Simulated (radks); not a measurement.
Values are calculated unless marked as measured or tabulated.
Problem. Radial electron density D(r) = 4 pi r^2 rho(r) of an atom or ion with 6 electrons. Code: a radial shooting solver on a logarithmic mesh with Libxc functionals. Model: non-relativistic Kohn-Sham, TPSS, spin-polarised, spherical densities, point nucleus; meta-GGA in the generalised Kohn-Sham scheme.

```
   r/bohr * D(r) (the largest magnitude, 68.7, reaches the edge; | marks zero)
 0.002048 |    *
 0.002254 |    *
 0.002481 |     *
 0.002731 |      *
 0.003006 |        *
 0.003309 |         *
 0.003642 |           *
 0.004009 |             *
 0.004413 |               *
 0.004858 |                 *
 0.005348 |                    *
 0.005886 |                       *
 0.006479 |                          *
 0.007132 |                              *
 0.007851 |                                 *
 0.008642 |                                     *
 0.009513 |                                        *
  0.01047 |                                            *
  0.01153 |                                               *
  0.01269 |                                                  *
  0.01397 |                                                    *
  0.01537 |                                                     *
  0.01692 |                                                      *
  0.01848 |                                                      *
  0.02034 |                                                     *
  0.02239 |                                                   *
  0.02465 |                                                *
  0.02713 |                                            *
  0.02986 |                                        *
  0.03287 |                                    *
  0.03618 |                                *
  0.03983 |                             *
  0.04384 |                           *
  0.04826 |                          *
  0.05312 |                          *
  0.05848 |                            *
  0.06437 |                             *
  0.07085 |                               *
  0.07799 |                                *
  0.08585 |                                *
   0.0945 |                               *
    0.104 |                            *
   0.1145 |                        *
    0.126 |                   *
   0.1387 |              *
   0.1527 |          *
   0.1681 |      *
   0.1851 |   *
   0.2037 | *
   0.2242 |*
   0.2468 *
   0.2717 *
   0.2991 *
   0.3292 *
   0.3624 *
```

What is the nuclear charge?

Solution. Z = 58. The innermost maximum, from 1s, lies near 1/Z = 0.0172 bohr (found: 0.0173), and its height grows with Z. The density is that of the cerium ion Ce52+ in [He] 2s2 2p2; the configuration itself is not fixed sharply by these data, and Z only to a few units. D(r) has 2 maxima, at r = 0.0173, 0.0818 bohr, and minima at 0.0494 bohr, inside which lie 2.25 electrons.
